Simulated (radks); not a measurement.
All-electron atom: neutral iron in [Ar] 3d6 4s1 4d1 (not the ground configuration). All-electron calculation, non-relativistic Kohn-Sham, B86b exchange with PBE correlation, spin-polarised, spherical densities, point nucleus; open shells are filled with parallel spins first. Program: a radial shooting solver on a logarithmic mesh with Libxc functionals.

Unscreened Slater integrals over Kohn-Sham orbitals (eV). They are taken over the spin-up orbitals. Empty in this configuration: 4p.

F0(4d,4d): 2.6440
F2(4d,4d): 1.3738
F4(4d,4d): 0.89519
F0(4d,4s): 3.4302
G2(4d,4s): 0.26773
F0(4d,3d): 3.5209
F2(4d,3d): 0.20082
F4(4d,3d): 0.063816
G0(4d,3d): 0.070676
G2(4d,3d): 0.061765
G4(4d,3d): 0.042692
F0(4d,3p): 3.5359
F2(4d,3p): 0.14923
G1(4d,3p): 0.074985
G3(4d,3p): 0.049895
F0(4d,4p): 3.3747
F2(4d,4p): 0.92402
G1(4d,4p): 0.73570
G3(4d,4p): 0.43016
F0(4s,4s): 9.0590
F0(4s,3d): 11.410
G2(4s,3d): 1.4454
F0(4s,3p): 11.693
G1(4s,3p): 0.69253
F0(4s,4p): 7.8487
G1(4s,4p): 4.9946
F0(3d,3d): 23.320
F2(3d,3d): 10.598
F4(3d,3d): 6.5576
F0(3d,3p): 25.626
F2(3d,3p): 11.962
G1(3d,3p): 14.825
G3(3d,3p): 8.9422
F0(3d,4p): 9.1666
F2(3d,4p): 1.9265
G1(3d,4p): 0.87474
G3(3d,4p): 0.69935
F0(3p,3p): 28.605
F2(3p,3p): 14.298
F0(3p,4p): 9.3234
F2(3p,4p): 1.4764
G0(3p,4p): 0.35262
G2(3p,4p): 0.39983
F0(4p,4p): 7.0347
F2(4p,4p): 3.6345

Derived for the open shells (J is the average intra-shell exchange parameter used in DFT+U). 3d: Racah B = F2/49 - 5 F4/441 = 0.1419 eV, C = 35 F4/441 = 0.5204 eV, C/B = 3.67, F4/F2 = 0.619, J = (F2 + F4)/14 = 1.225 eV. 4d: Racah B = F2/49 - 5 F4/441 = 0.01789 eV, C = 35 F4/441 = 0.07105 eV, C/B = 3.97, F4/F2 = 0.652, J = (F2 + F4)/14 = 0.1621 eV.
